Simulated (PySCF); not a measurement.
# Assigning NMR signals

Cartesian coordinates in Å; atom numbers follow the order of the lines, from 1:
```xyz
22

F     3.5672   -2.1407   -0.5366
C     2.8686   -1.0291   -0.3102
C     3.5452    0.1732   -0.1464
C     2.7937    1.3241    0.0796
C     1.4036    1.2677    0.1379
C     0.7287    0.0490   -0.0304
C    -0.7483   -0.0219    0.0324
C    -1.5400    1.0075   -0.4975
C    -2.9293    0.9408   -0.4381
C    -3.5557   -0.1553    0.1533
C    -2.7810   -1.1857    0.6842
C    -1.3918   -1.1191    0.6233
C     1.4845   -1.1092   -0.2565
H     4.6351    0.1899   -0.1975
H     3.3039    2.2797    0.2211
H     0.8324    2.1750    0.3429
H    -1.0588    1.8582   -0.9855
H    -3.5281    1.7487   -0.8654
H    -4.6460   -0.2067    0.1999
H    -3.2617   -2.0455    1.1571
H    -0.7927   -1.9196    1.0636
H     1.0066   -2.0765   -0.4203
```

PySCF calculation with PBE0/pcSseg-1 with gauge-including orbitals, spin–spin couplings from B3LYP/pcJ-1 (spin–dipole term only in couplings to heteroatoms) and geometry from PBE0-D3(BJ)/def2-SVP; one averaged value for each set of equivalent atoms, no relativistic terms, no solvent, a single conformation.

Shifts are taken against calculated references (same method and geometry level): 13C (184.41 ppm) and 1H (31.27 ppm) against TMS.

(1) Assign these signals to the numbered atoms. 13C{1H} NMR (computed): δ 170.8 (d, J = 314.0 Hz), 149.9 (d, J = 5.1 Hz), 146.2, 135.7 (d, J = 5.7 Hz), 134.4, 133.5, 133.1, 127.6, 119.5 (d, J = 19.8 Hz), 119.2 (d, J = 19.0 Hz).

(2) Assign these signals to the numbered atoms. 1H NMR (400 MHz, computed): δ 7.65 (m, 2H), 7.59 (m, 2H), 7.52 (td, J = 8.9, 5.4 Hz, 1H), 7.50 (m, 1H), 7.38 (dd, J = 8.7, 1.5 Hz, 1H), 7.31 (ddd, J = 10.3, 2.4, 1.5 Hz, 1H), 7.15 (ddd, J = 9.2, 8.6, 2.4 Hz, 1H).

Answers

(1) 
170.8 → C2, aromatic carbon bearing fluorine: σ withdrawal by the attached heteroatom moves it downfield of the ring CH carbons
149.9 → C6, substituted aromatic carbon
146.2 → C7, substituted aromatic carbon
135.7 → C4, aromatic CH: the aromatic region
134.4 → C9/C11, aromatic CH
133.5 → C10, aromatic CH
133.1 → C8/C12, aromatic CH
127.6 → C5, aromatic CH
119.5 → C13, aromatic CH
119.2 → C3, aromatic CH

C4 and C9/C11; C9/C11 and C10; C10 and C8/C12; C13 and C3 lie closer than the usual error of such a calculation, so a measured spectrum could show them in the other order.

(2) 
| δ (ppm) | atoms | environment | reason |
| --- | --- | --- | --- |
| 7.65 | H17/H21 | hydrogen on an aromatic CH | it sits in the deshielding region of the aromatic ring current |
| 7.59 | H18/H20 | hydrogen on an aromatic CH | – |
| 7.52 | H15 | hydrogen on an aromatic CH | – |
| 7.50 | H19 | hydrogen on an aromatic CH | – |
| 7.38 | H16 | hydrogen on an aromatic CH | – |
| 7.31 | H22 | hydrogen on an aromatic CH | – |
| 7.15 | H14 | hydrogen on an aromatic CH | – |

H17/H21 and H18/H20; H18/H20 and H15; H15 and H19; H16 and H22 lie closer than the usual error of such a calculation, so a measured spectrum could show them in the other order.

C–F couplings over four or more bonds (about 3 Hz to the para carbon of a fluoroarene) are left out. Common functionals overestimate the size of one-bond C–F couplings by tens of Hz; these are unscaled. Multiplet labels drop couplings under 1 Hz and merge nearly equal ones. Couplings among chemically equivalent protons are left out too, so labels in AA′BB′ or AA′XX′ sets are apparent multiplicities. Unscaled 3J(H,H) at this level run about 10 % above measured values. Shifts are as computed. Against solution values, carbons near 30 ppm lie about +2 ppm off and those near 130 ppm about +5 ppm (rms about the fit 1.9 ppm; single classes can miss by 10 ppm). Of 1328 compounds with measured shifts, 309 miss one by over three times the rms of a fit or turn the order of signals round; such compounds aren't used in these exercises. Signals without a measured value on file couldn't be tested in this way; 1H shifts scatter by 0.2 ppm about their fit, and single ones miss by 0.5 ppm.
